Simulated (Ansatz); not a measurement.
The cluster Hg2F3: single points at one geometry.

```yaml
crystal:
  periodic: [false, false, false]
  atoms:
    - {symbol: Hg, position_ang: [-1.202625, -0.094771, 2.215140]}
    - {symbol: Hg, position_ang: [0.646417, -0.265376, -0.888830]}
    - {symbol: F, position_ang: [1.062437, 0.678636, -2.519977]}
    - {symbol: F, position_ang: [0.347714, -1.398887, 0.715693]}
    - {symbol: F, position_ang: [-0.853943, 1.080399, 0.477974]}
basis:
  gaussian: {orbitals: def2-SVP, initial_orbitals: start.molden}
magnetization: {spin_polarized: true, initial_magnetization: 1}
hamiltonian: {xc: pbe0, dispersion: d4}
scf: {omitted_lower_state_checks: [starts]}
output: {orbitals: {seedname: orbitals}}
```

The file start.molden holds the orbitals of an earlier run on this structure, at another level or in another basis.

```sh
$ ansatz run in.yaml --threads 4 --pin off --events-out ev --progress --plain --max-ram 4787MiB
```

Output, abridged:

```
Functional definition: PBE0
1032 factors; integrals over basis functions are off by at most 4.4e-4 eV
mean field evaluation 1: about -16487.5271 eV, gradient 9.1e0 eV
mean field evaluation 2: about -16487.8387 eV, gradient 3.0e-1 eV
mean field evaluation 4: about -16488.0998 eV, gradient 2.1e-3 eV
mean field -16488.09985436 eV, -605.9264936121 hartree, gradient 3.6e-5 eV, S^2 0.753735; 0 other end points of the search recorded, 0 dependent functions left out
reference -16488.09988680 eV, -605.9264948045 hartree; 34, 33 occupied and 72, 73 virtual orbitals, 1032 factors
Total energy: -16488.20567636 eV, -605.9303824989 hartree
Checks for a lower state left out: starts
```

It took 1.2 s on 4 threads of Intel Xeon 6975P-C on a shared host.

First input, but with `gaussian: {orbitals: def2-TZVP, initial_orbitals: start.molden}`, `hamiltonian: {xc: {name: B3LYP}, dispersion: d4}` (abridged; 2.3 s):

```
Functional definition: B3LYP
mean field -16509.89535767 eV, -606.7274635854 hartree, gradient 1.5e-5 eV, S^2 0.752851
Total energy: -16510.10180368 eV, -606.7350503361 hartree
Checks for a lower state left out: starts
```

First input, but with `gaussian: {orbitals: def2-TZVP, initial_orbitals: start.molden}`, `hamiltonian: {xc: pbe, dispersion: d4}`, `output: {forces: true, orbitals: {seedname: orbitals}}` (abridged; 1.6 s):

```
Functional definition: PBE
mean field -16501.40459747 eV, -606.4154339031 hartree, gradient 1.0e-5 eV, S^2 0.751816
Total energy: -16501.52919535 eV, -606.4200127909 hartree
Atom 0 force    -0.140073    -0.130891     0.372011 eV/Å
Atom 1 force     0.046592    -0.134580     0.045304 eV/Å
Atom 2 force     0.125357     0.248359    -0.457283 eV/Å
Atom 3 force     0.079173    -0.386482     0.228071 eV/Å
Atom 4 force    -0.111048     0.403594    -0.188103 eV/Å
Dipole moment:    -0.183300    -0.330628     0.639044 e Å
Checks for a lower state left out: starts
```

Geometry: PBE0-D4/def2-SVP.

In the def2 sets Hg takes a core potential; there is no spin–orbit coupling. B3LYP takes the VWN-RPA correlation. The structure comes from a short search, and lower isomers may exist.
